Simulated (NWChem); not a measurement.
System: C$_{2}$H$_{7}$NOSi, singlet; SMILES CN(C)[Si]O

Input file for NWChem:

```
start job
memory heap 200 mb stack 900 mb global 1100 mb
geometry units angstroms noautosym nocenter noautoz
  Si    -0.796611     0.915576     0.000086
  O      0.460486     2.017503    -0.001135
  H      1.389263     1.761088    -0.004896
  N      0.004457    -0.637608    -0.000027
  C     -0.831035    -1.816878    -0.002793
  C      1.411684    -0.937502     0.000808
  H     -0.653203    -2.444347    -0.896360
  H     -0.653246    -2.448233     0.888049
  H     -1.894185    -1.525803    -0.002233
  H      1.703529    -1.529628     0.888644
  H      1.707755    -1.518531    -0.892981
  H      2.020043    -0.020360     0.008372
end
basis spherical
  * library aug-cc-pvdz
end
dft
  xc pbe0
  iterations 150
  semidirect filesize 400000000
end
property
  response 1 0.0
end
task dft property
```

Excerpt of the output:

```
             Northwest Computational Chemistry Package (NWChem) 7.3.0
             --------------------------------------------------------

                             Geometry "geometry" -> ""
                             -------------------------

 Output coordinates in angstroms (scale by  1.889725989 to convert to a.u.)

  No.       Tag          Charge          X              Y              Z
 ---- ---------------- ---------- -------------- -------------- --------------
    1 Si                  14.0000    -0.79661100     0.91557600     0.00008600
    2 O                    8.0000     0.46048600     2.01750300    -0.00113500
    3 H                    1.0000     1.38926300     1.76108800    -0.00489600
    4 N                    7.0000     0.00445700    -0.63760800    -0.00002700
    5 C                    6.0000    -0.83103500    -1.81687800    -0.00279300
    6 C                    6.0000     1.41168400    -0.93750200     0.00080800
    7 H                    1.0000    -0.65320300    -2.44434700    -0.89636000
    8 H                    1.0000    -0.65324600    -2.44823300     0.88804900
    9 H                    1.0000    -1.89418500    -1.52580300    -0.00223300
   10 H                    1.0000     1.70352900    -1.52962800     0.88864400
   11 H                    1.0000     1.70775500    -1.51853100    -0.89298100
   12 H                    1.0000     2.02004300    -0.02036000     0.00837200

 Effective nuclear repulsion energy (a.u.)     230.6141205547

                              NWChem Property Module
                              ----------------------

                                 NWChem DFT Module
                                 -----------------

 Summary of "ao basis" -> "ao basis" (spherical)
 ------------------------------------------------------------------------------
       Tag                 Description            Shells   Functions and Types
 ---------------- ------------------------------  ------  ---------------------
 Si                       aug-cc-pvdz               11       27   5s4p2d
 O                        aug-cc-pvdz                9       23   4s3p2d
 H                        aug-cc-pvdz                5        9   3s2p
 N                        aug-cc-pvdz                9       23   4s3p2d
 C                        aug-cc-pvdz                9       23   4s3p2d

            General Information
            -------------------
          SCF calculation type: DFT
          Wavefunction type:  closed shell.
          No. of atoms     :    12
          No. of electrons :    48
           Alpha electrons :    24
            Beta electrons :    24
          Charge           :     0
          Spin multiplicity:     1
          Use of symmetry is: off; symmetry adaption is: off
          Maximum number of iterations: 150
          AO basis - number of functions:   182
                     number of shells:    82
          Convergence on energy requested:  1.00D-06
          Convergence on density requested:  1.00D-05
          Convergence on gradient requested:  5.00D-04

              XC Information
              --------------
                         PBE0 Method XC Functional
                     Hartree-Fock (Exact) Exchange  0.250
          PerdewBurkeErnzerhof Exchange Functional  0.750
            Perdew 1991 LDA Correlation Functional  1.000 local
           PerdewBurkeErnz. Correlation Functional  1.000 non-local

             Grid Information
             ----------------
          Grid used for XC integration:  medium
          Radial quadrature: Mura-Knowles
          Angular quadrature: Lebedev.
          Tag              B.-S. Rad. Rad. Pts. Rad. Cut. Ang. Pts.
          ---              ---------- --------- --------- ---------
          Si                  1.10       88          15.0       590
          O                   0.60       49          15.0       434
          H                   0.35       45          16.0       434
          N                   0.65       49          13.0       434
          C                   0.70       49          15.0       434
          Grid pruning is: on
          Number of quadrature shells:   599
          Spatial weights used:  Erf1

      Superposition of Atomic Density Guess
      -------------------------------------

 Sum of atomic energies:        -496.73491440

      Non-variational initial energy
      ------------------------------

 Total energy =    -499.304162
 1-e energy   =   -1139.513830
 2-e energy   =     409.595547
 HOMO         =      -0.274183
 LUMO         =      -0.020748

------------------------------------------------------------
EAF file 0: "./job.aoints.0" size=795869184 bytes
------------------------------------------------------------
               write      read    awrite     aread      wait
               -----      ----    ------     -----      ----
     calls:     1518         0         0         0         0
   data(b): 7.96e+08  0.00e+00  0.00e+00  0.00e+00
   time(s): 0.00e+00  0.00e+00  0.00e+00  0.00e+00  0.00e+00
rate(mb/s): 0.00e+00  0.00e+00
------------------------------------------------------------

   convergence    iter        energy       DeltaE   RMS-Dens  Diis-err
 ---------------- ----- ----------------- --------- --------- ---------
 d= 0,ls=0.0,diis     1   -499.5050995560 -7.30D+02  1.07D-02  7.15D-01
 d= 0,ls=0.0,diis     2   -499.4557797136  4.93D-02  3.92D-03  1.27D+00
 d= 0,ls=0.0,diis     3   -499.5793037966 -1.24D-01  8.89D-04  4.26D-02
 d= 0,ls=0.0,diis     4   -499.5824479041 -3.14D-03  3.65D-04  9.52D-03
 d= 0,ls=0.0,diis     5   -499.5834083151 -9.60D-04  1.01D-04  4.89D-04
  Resetting Diis
 d= 0,ls=0.0,diis     6   -499.5834610652 -5.28D-05  2.74D-05  2.95D-05
 d= 0,ls=0.0,diis     7   -499.5834649178 -3.85D-06  1.11D-05  1.67D-06
 d= 0,ls=0.0,diis     8   -499.5834648270  9.08D-08  6.12D-06  2.38D-06

         Total DFT energy =     -499.583464827034
      One electron energy =    -1144.289290256741
           Coulomb energy =      463.620287220469
    Exchange-Corr. energy =      -49.528582345456
 Nuclear repulsion energy =      230.614120554693

 Numeric. integr. density =       48.000001638904

                       DFT Final Molecular Orbital Analysis
                       ------------------------------------

 Vector   22  Occ=2.000000D+00  E=-3.591357D-01
              MO Center=  1.4D-01,  1.0D+00, -3.6D-03, r^2= 3.7D+00
   Bfn.  Coefficient  Atom+Function         Bfn.  Coefficient  Atom+Function
  ----- ------------  ---------------      ----- ------------  ---------------
    33      0.503030   2 O  py               36      0.327286   2 O  py
    65      0.228196   4 N  py               88     -0.189493   5 C  py
   148     -0.162719   9 H  s                10     -0.151693   1 Si py
    30      0.138374   2 O  s               147     -0.125770   9 H  s
    85     -0.102443   5 C  s               138      0.101268   8 H  s

 Vector   23  Occ=2.000000D+00  E=-2.571655D-01
              MO Center=  5.7D-02, -6.9D-01,  3.5D-04, r^2= 2.6D+00
   Bfn.  Coefficient  Atom+Function         Bfn.  Coefficient  Atom+Function
  ----- ------------  ---------------      ----- ------------  ---------------
    66      0.487624   4 N  pz               69      0.367818   4 N  pz
   157     -0.201692  10 H  s               166      0.201767  11 H  s
   130      0.197674   7 H  s               139     -0.198046   8 H  s
    34     -0.160870   2 O  pz               72      0.153612   4 N  pz
   129      0.154298   7 H  s               138     -0.154130   8 H  s

 Vector   24  Occ=2.000000D+00  E=-2.501656D-01
              MO Center= -1.1D+00,  9.0D-01, -8.4D-04, r^2= 2.4D+00
   Bfn.  Coefficient  Atom+Function         Bfn.  Coefficient  Atom+Function
  ----- ------------  ---------------      ----- ------------  ---------------
     4      0.579713   1 Si s                 3      0.328215   1 Si s
     9     -0.317573   1 Si px               12     -0.220045   1 Si px
    31     -0.197544   2 O  s                62     -0.198061   4 N  s
    65     -0.171303   4 N  py                5      0.163681   1 Si s
    30     -0.154841   2 O  s               109     -0.141607   6 C  s

 Vector   25  Occ=0.000000D+00  E=-3.326652D-02
              MO Center= -8.6D-01,  6.9D-01, -1.5D-03, r^2= 5.2D+00
   Bfn.  Coefficient  Atom+Function         Bfn.  Coefficient  Atom+Function
  ----- ------------  ---------------      ----- ------------  ---------------
    14      0.605487   1 Si pz               11      0.390548   1 Si pz
    17      0.334446   1 Si pz               66     -0.228842   4 N  pz
    69     -0.199096   4 N  pz               34     -0.186640   2 O  pz
    72     -0.174828   4 N  pz               37     -0.155400   2 O  pz
    40     -0.135449   2 O  pz              158      0.128372  10 H  s

 Vector   26  Occ=0.000000D+00  E=-1.130536D-02
              MO Center=  2.1D+00, -1.2D-01, -4.0D-03, r^2= 1.3D+01
   Bfn.  Coefficient  Atom+Function         Bfn.  Coefficient  Atom+Function
  ----- ------------  ---------------      ----- ------------  ---------------
   109      1.476683   6 C  s               176     -0.781102  12 H  s
    86      0.631904   5 C  s                53     -0.520477   3 H  s
    63     -0.520607   4 N  s               158     -0.483753  10 H  s
   167     -0.486147  11 H  s                 5      0.411667   1 Si s
   108      0.386621   6 C  s               131     -0.339558   7 H  s

 Vector   27  Occ=0.000000D+00  E= 1.514387D-03
              MO Center= -5.9D-01, -1.5D+00,  1.1D-03, r^2= 1.6D+01
   Bfn.  Coefficient  Atom+Function         Bfn.  Coefficient  Atom+Function
  ----- ------------  ---------------      ----- ------------  ---------------
    86      1.783246   5 C  s               176      1.130006  12 H  s
   149     -0.695757   9 H  s               131     -0.670931   7 H  s
   140     -0.670867   8 H  s                63     -0.619982   4 N  s
   117     -0.494635   6 C  py              158     -0.488374  10 H  s
   167     -0.482846  11 H  s                85      0.408023   5 C  s

------------------------------------------------------------
EAF file 0: "./job.aoints.0" size=1045430272 bytes
------------------------------------------------------------
               write      read    awrite     aread      wait
               -----      ----    ------     -----      ----
     calls:     1994         7         0     13951     13951
   data(b): 1.05e+09  3.67e+06  0.00e+00  7.31e+09
   time(s): 0.00e+00  0.00e+00  0.00e+00  0.00e+00  0.00e+00
rate(mb/s): 0.00e+00  0.00e+00
------------------------------------------------------------

     Multipole analysis of the density
     ---------------------------------

     L   x y z        total         alpha         beta         nuclear
     -   - - -        -----         -----         ----         -------
     0   0 0 0     -0.000000    -24.000000    -24.000000     48.000000

     1   1 0 0      0.752403      0.691424      0.691424     -0.630445
     1   0 1 0     -0.976681     -0.717695     -0.717695      0.458708
     1   0 0 1     -0.002515      0.028392      0.028392     -0.059300

     2   2 0 0    -27.740425    -90.562381    -90.562381    153.384338
     2   1 1 0      1.865136     -1.946595     -1.946595      5.758325
     2   1 0 1     -0.003525     -0.044968     -0.044968      0.086411
     2   0 2 0    -31.214430   -183.926289   -183.926289    336.638147
     2   0 1 1     -0.005093     -0.032917     -0.032917      0.060741
     2   0 0 2    -28.904471    -20.129077    -20.129077     11.353684

 *** CALLING NEW AORESP DRIVER FOR CLOSED AND OPEN SHELLS ***
 Entering AOResponse driver routine

--------------------------------------------------------------------------------

          -----------------------------------------------
          Solving response equations for perturbing field
          -----------------------------------------------

 number of frequencies:     1
 frequency in a.u.:  0.0000000E+00
 Perturbing field: electric
 Using El. Dipole Length Gauge

 Setting up CPKS with frequency omega =      0.00000000 a.u.

 STATIC response

                                NWChem CPHF Module
                                ------------------

  scftype          =     RHF
  nclosed          =       24
  nopen            =        0
  variables        =     3792
  # of vectors     =        3
  tolerance        = 0.10D-03
  level shift      = 0.00D+00
  max iterations   =       50
  max subspace     =       30

 SCF residual:    4.3162657253591403E-004

Iterative solution of linear equations
  No. of variables     3792
  No. of equations        3
  Maximum subspace       30
        Iterations       50
       Convergence  1.0D-04

   iter   nsub   residual    time
   ----  ------  --------  ---------
     1      3    3.09D+00      75.0
     2      6    2.37D+00     100.2
     3      9    5.33D-01     125.7
     4     12    9.27D-02     151.0
     5     15    2.23D-02     176.3
     6     18    4.73D-03     201.4
     7     21    8.44D-04     226.4
     8     24    1.80D-04     251.3
     9     27    6.81D-05     276.4

------------------------------------------------------------
EAF file 0: "./job.aoints.0" size=1045430272 bytes
------------------------------------------------------------
               write      read    awrite     aread      wait
               -----      ----    ------     -----      ----
     calls:     1994         0         0         0         0
   data(b): 1.05e+09  0.00e+00  0.00e+00  0.00e+00
   time(s): 0.00e+00  0.00e+00  0.00e+00  0.00e+00  0.00e+00
rate(mb/s): 0.00e+00  0.00e+00
------------------------------------------------------------

 Electric Dipole Response Matrix (nonzero elements):

              1        2        3
    1   73.3943  -3.1334  -0.0020
    2   -3.1334  83.8696   0.0135
    3   -0.0020   0.0135  57.7743

 ------------------------------------------
 average:        71.67943 + I       0.00000

 DFT Linear Response polarizability / au
 Frequency  =       0.0000000 / au
              X              Y              Z
 -----------------------------------------------
 X      73.3943468     -3.1334364     -0.0020342
 Y      -3.1334094     83.8696437      0.0135077
 Z      -0.0020339      0.0135110     57.7743099
 -----------------------------------------------
 Eigenvalues =      72.5286042     84.7353933     57.7743029
 Isotropic   =      71.6794334
 Anisotropic =      23.3837070
 -----------------------------------------------

 Magnetic Dipole Response Matrix (nonzero elements):

 Exiting AOResponse driver routine
```

Level: PBE0/aug-cc-pVDZ. Low-valent species are run as closed-shell singlets; no triplet was tried in these runs. Geometry: optimised at PBE0/def2-SVP.
